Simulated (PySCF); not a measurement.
**Vertical excitation energies**

Species: [Ti(N(CH3)2)4], C₈H₂₄N₄Ti (singlet state).
Geometry (PBE0-D3(BJ)/def2-SVP, Å), atoms numbered from 1 in this order:
```xyz
37
C8H24N4Ti angstrom
C      0.1779   -2.8095    1.0666
N     -0.3400   -1.4742    1.1472
C     -1.1785   -1.2424    2.2924
Ti    -0.0013   -0.0031   -0.0036
N      0.3993    1.5256    1.0480
C      1.2951    1.3564    2.1602
C     -0.1250    2.8552    0.9232
N     -1.5344    0.3470   -1.0675
C     -1.3704    1.1840   -2.2251
C     -2.8666   -0.1589   -0.9012
N      1.4740   -0.3950   -1.1324
C      2.8045    0.1389   -1.0891
C      1.2435   -1.3013   -2.2247
H      0.8213   -2.9242    0.1816
H     -0.6308   -3.5660    0.9983
H      0.7864   -3.0737    1.9566
H     -2.0896   -1.8762    2.2811
H     -1.5098   -0.1908    2.3254
H     -0.6512   -1.4516    3.2463
H      0.8181    1.6240    3.1259
H      2.2059    1.9833    2.0651
H      1.6245    0.3067    2.2379
H     -0.8090    2.9243    0.0646
H     -0.6917    3.1649    1.8261
H      0.6781    3.6070    0.7787
H     -1.6412    0.6587   -3.1645
H     -1.9966    2.0988   -2.1742
H     -0.3212    1.5097   -2.3242
H     -2.9311   -0.7993   -0.0091
H     -3.1922   -0.7667   -1.7711
H     -3.6099    0.6570   -0.7876
H      3.0568    0.7022   -2.0117
H      2.9184    0.8284   -0.2397
H      3.5691   -0.6582   -0.9843
H      0.1945   -1.6430   -2.2313
H      1.8849   -2.2049   -2.1644
H      1.4409   -0.8300   -3.2101
```

Computed with TDDFT PBE0/def2-SVPD, vertical, gas phase, core orbitals frozen in the response (PySCF 2.14.0, density-fitted response routines).

Question: What does the calculation give for the low-lying excited states?

Answer: 

| state | E (eV) | E (kJ/mol) | λ (nm) | f | main configurations (H = HOMO, L = LUMO) |
| --- | --- | --- | --- | --- | --- |
| S1 | 3.81 | 367 | 325.8 | 0.0028 | H-1/H→L (89%), H-1/H→L+1 (10%) |
| S2 | 3.81 | 368 | 325.5 | 0.0029 | H-1/H→L (88%), H-1/H→L+1 (11%) |
| S3 | 4.12 | 398 | 300.7 | 0.016 | H-2→L (90%), H-3→L+1 (9%) |
| S4 | 4.25 | 410 | 292.0 | 0.070 | H-1/H→L+1 (≥85%) |
| S5 | 4.25 | 410 | 291.4 | 0.071 | H-1/H→L+1 (≥86%) |
| S6 | 4.38 | 422 | 283.2 | 0.0002 | H-3→L (54%), H-2→L+1 (42%) |
| S7 | 4.67 | 451 | 265.3 | 0.0000 | H-3→L (32%), H-2→L+1 (29%), H-1/H→L+3 (≥11%) |
| S8 | 4.77 | 460 | 259.9 | 0.025 | H-3→L+1 (72%), H-1/H→L+3 (≥9%) |
| S9 | 4.88 | 470 | 254.3 | 0.0000 | H-1/H→L+3 (≥48%), H-1/H→L+4 (≥31%) |

Triplets, Tamm–Dancoff:

```tsv
state	E (eV)	λ (nm)	main configurations (H = HOMO, L = LUMO)
T1	3.55	349.3	H-1/H→L (≥73%), H-1/H→L+1 (≥13%)
T2	3.55	348.8	H-1/H→L (≥70%), H-1/H→L+1 (≥14%)
T3	3.65	339.9	H-2→L+1 (70%), H-3→L (17%)
T4	3.71	333.9	H-2→L (83%), H-3→L+1 (8%)
```

The lowest singlet level (S1/S2) comes at 326 nm (367 kJ/mol) in the ultraviolet; it is weak. The strongest level in the table is S4/S5 at 4.25 eV (292 nm, f = 0.140 summed). S1/S2 and S4/S5 lie within about 0.01 eV of each other in each set. For S1 the Löwdin share of titanium is at most 8% in HOMO and 71% in LUMO (ligand-to-metal charge transfer by this measure); for S4 the Löwdin share of titanium is at most 8% in HOMO and 69% in LUMO+1 (ligand-to-metal charge transfer by this measure). Orbital energies (eV): HOMO-3 -6.51, HOMO-2 -6.20, HOMO-1 -5.80, HOMO -5.80, LUMO -0.43, LUMO+1 -0.22, LUMO+2 0.13. The listed states span 1.07 eV, and the widest gap between neighbours is 0.31 eV (S2 to S3). Weighted by f, the mean energy of these states is 4.30 eV. Orbitals of the list HOMO-3 to LUMO+2 that lie within 0.01 eV of each other are written together with a slash and their weights summed (≥ marks a lower bound); for degenerate orbitals outside that list single weights are arbitrary. Singlets were solved by full linear response, triplets in the Tamm–Dancoff approximation. The highest level found (4.92 eV, f 0.0003 so far) is left out, since the window may have cut off a degenerate partner.

Time: 5.4 min wall, 12 min CPU; peak memory 3.9 GiB. Hardware: 2 threads of an Intel Xeon Platinum 8175M at 2.50 GHz, shared host.
